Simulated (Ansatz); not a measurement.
Coupled-cluster run, BH$_{6}$NO$_{2}$Si (`OBN[SiH2]O`).

```yaml
crystal:
  periodic: [false, false, false]
  atoms:
    - {symbol: O, position_ang: [-0.880017, 1.896621, 0.981711]}
    - {symbol: B, position_ang: [-0.388995, 0.756725, 1.538761]}
    - {symbol: N, position_ang: [0.015492, -0.386118, 0.786367]}
    - {symbol: Si, position_ang: [0.054618, -0.627916, -0.912380]}
    - {symbol: O, position_ang: [1.615681, -0.642853, -1.425046]}
    - {symbol: H, position_ang: [-0.941521, 1.872595, 0.022188]}
    - {symbol: H, position_ang: [-0.304215, 0.734166, 2.733045]}
    - {symbol: H, position_ang: [0.368407, -1.144688, 1.352126]}
    - {symbol: H, position_ang: [-0.699054, 0.503077, -1.522608]}
    - {symbol: H, position_ang: [-0.589043, -1.912584, -1.293485]}
    - {symbol: H, position_ang: [1.813846, -1.105925, -2.239978]}
basis:
  gaussian: {orbitals: def2-SVP}
correlation: {method: ccsd_t}
```

```sh
$ ansatz run in.yaml --threads 4 --pin off --events-out ev --progress --plain
```

Log, shortened:

```
Functional definition: HF
1017 factors; integrals over basis functions are off by at most 1.4e-3 eV
mean field evaluation 1: about -14177.1020 eV, gradient 4.9e1 eV
mean field evaluation 2: about -14177.1624 eV, gradient 4.9e1 eV
mean field evaluation 4: about -14182.0244 eV, gradient 3.4e0 eV
mean field evaluation 8: about -14182.0706 eV, gradient 2.5e-1 eV
mean field -14182.07077495 eV, -521.1814880265 hartree, gradient 6.3e-7 eV, S^2 0.000000; 0 other end points of the search recorded, 0 dependent functions left out
9 core orbitals not correlated: weight in the atoms' cores, before any rotation towards them, 1.000 or more for the frozen orbitals, at most 0.000 for the correlated occupied ones
reference -14182.07077495 eV, -521.1814880265 hartree; 15, 15 occupied and 80, 80 virtual orbitals, 1017 factors
second order -19.62395263 eV of doubles, -0.00000000 eV of singles
cycle   1  -20.16163949 eV  change   -5.4e-1 eV  update   9.9e-2
cycle   2  -20.65005968 eV  change   -4.9e-1 eV  update   2.8e-2
cycle   3  -20.76980880 eV  change   -1.2e-1 eV  update   1.5e-2
cycle   4  -20.76183971 eV  change    8.0e-3 eV  update   3.6e-3
cycle   5  -20.76048519 eV  change    1.4e-3 eV  update   1.4e-3
cycle   6  -20.76079910 eV  change   -3.1e-4 eV  update   4.1e-4
cycle   7  -20.76057192 eV  change    2.3e-4 eV  update   1.3e-4
cycle   8  -20.76050753 eV  change    6.4e-5 eV  update   4.2e-5
cycle   9  -20.76051385 eV  change   -6.3e-6 eV  update   1.6e-5
perturbative correction -0.49559813 eV, -0.0182128954 hartree
Total energy: -14203.32688693 eV, -521.9626357338 hartree
```

Hardware: 4 threads of a server CPU on a shared host. Wall time 4.3 s, peak host memory 0.48 GiB.

Correlation energy per correlated electron: -0.709 eV. T1 diagnostic: 0.0127.
